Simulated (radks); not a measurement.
Spherical quantum dot in the effective-mass picture: electrons in a hard-walled sphere of radius 3.19, with a point charge +1 (a donor) at the centre, all in effective atomic units (hartree* = m*/eps^2 hartree, bohr* = eps/m* bohr), one dielectric constant everywhere. Calculated with a radial shooting solver with Libxc functionals: non-relativistic Kohn-Sham, exchange-only LDA, spin-polarised, spherical densities. Levels are named by radial order and angular momentum (1s, 1p, 1d, 2s, ...), and open shells are averaged over m.

N = 7, configuration 1s2 1p(up 3, down 2). This is the lowest configuration that the search found. Occupied and some empty levels:

| level | occupation | eigenvalue (hartree*) | <r> (bohr*) |
|---|---|---|---|
| 1s up | 1 | 2.7868 | 1.603 |
| 1s down | 1 | 2.8232 | 1.593 |
| 1p up | 3 | 3.2786 | 1.983 |
| 1p down | 2 | 3.3204 | 1.983 |
| 1d up | 0 | 3.8558 | 2.137 |
| 1d down | 0 | 3.8977 | 2.138 |
| 2s up | 0 | 3.9651 | 1.486 |
| 2s down | 0 | 3.9909 | 1.492 |
| 1f up | 0 | 4.5701 | 2.241 |
| 1f down | 0 | 4.6113 | 2.242 |

Energy (hartree*): total 11.1489, kinetic 6.1065, external -4.3804, Hartree 11.695, exchange-correlation -2.2726.

Electron density:

| r (bohr*) | n(r) (e/bohr*^3) |
|---|---|
| 0.0783 | 0.2767 |
| 0.317 | 0.1863 |
| 0.556 | 0.1430 |
| 0.796 | 0.1250 |
| 1.03 | 0.1197 |
| 1.27 | 0.1192 |
| 1.51 | 0.1179 |
| 1.75 | 0.1112 |
| 1.99 | 0.09667 |
| 2.23 | 0.07420 |
| 2.47 | 0.04736 |
| 2.71 | 0.02228 |
| 2.95 | 0.005521 |
| 3.19 | 4.900e-06 |
